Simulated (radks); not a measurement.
The numbers below are computed, except where a source is named.
Ionisation of Yb35+, [Ar] 3d10 4s2 4p5, to Yb36+, [Ar] 3d10 4s2 4p4, under several functionals. Dirac Kohn-Sham, spin-unpolarised, spherical densities, finite nucleus; open shells fill j = l - 1/2 first; a radial shooting solver on a logarithmic mesh with Libxc functionals.

| functional | E(Yb35+) (hartree) | Exc (hartree) | IE (eV) | -e(HOMO) (eV) | <r> HOMO (bohr) | IE error (eV) |
|---|---|---|---|---|---|---|
| LDA (Slater exchange, Perdew-Wang correlation) | -13365.6007 | -228.7951 | 1569.2 | 1543.9 | 0.4544 | +5.2 |
| XLYP | -13376.6016 | -239.8927 | 1569.1 | 1543.9 | 0.4545 | +5.1 |
| PBE | -13374.6748 | -237.9508 | 1569.2 | 1544.0 | 0.4545 | +5.2 |
| B86b exchange with PBE correlation | -13375.7452 | -239.0307 | 1569.3 | 1544.1 | 0.4545 | +5.3 |
| Wu-Cohen GGA | -13373.5150 | -236.7831 | 1569.3 | 1544.1 | 0.4544 | +5.3 |

NIST Atomic Spectra Database: 1564 eV (theoretical). Closest: XLYP. The Delta-SCF values span 0.21 eV, the total energies 11.00 hartree. The highest occupied level is 4p3/2. Spin polarisation and multiplet splitting are left out, so open shells lie too high by an amount that depends on their filling.

Beside tabulated values, note that spin-unpolarised runs miss the spin-polarisation part of the exchange energy of open shells.
